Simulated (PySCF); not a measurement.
## Working out the ionisation energy of Rh²⁺

Rh²⁺ [Kr] 4d7 (4F) → Rh³⁺ [Kr] 4d6 (5D). Calculation: PySCF 2.14, in def2-QZVPPD with the def2 core potential (28 electrons) (7s5p4d4f2g, 88 functions); scalar relativity through the core potential. Frozen: 4s2 4p6. Energies in hartree (1 hartree = 27.21139 eV):

```tsv
part	Rh²⁺ (lower)	Rh³⁺ (upper)
UHF	-108.920915	-107.839607
CCSD correlation	-0.166532	-0.119208
(T)	-0.004113	-0.002011
```

Problem. What does Hartree-Fock give?

Solution. (-107.839607) − (-108.920915) = 1.081308 hartree = 29.424 eV.

Problem. What do CCSD and CCSD(T) give?

Solution. The CCSD correlation energies differ by 0.047324 hartree = 1.288 eV and the triples by 0.002102 hartree = 0.057 eV, so CCSD gives 30.712 eV and CCSD(T) 30.769 eV.

Reference: 31.06 eV (semi-empirical (NIST evaluation); NIST Atomic Spectra Database, ionization energies), between the lowest levels; spin-orbit coupling is absent from the calculation.

What remains against the reference includes basis incompleteness, the frozen core and higher excitations.
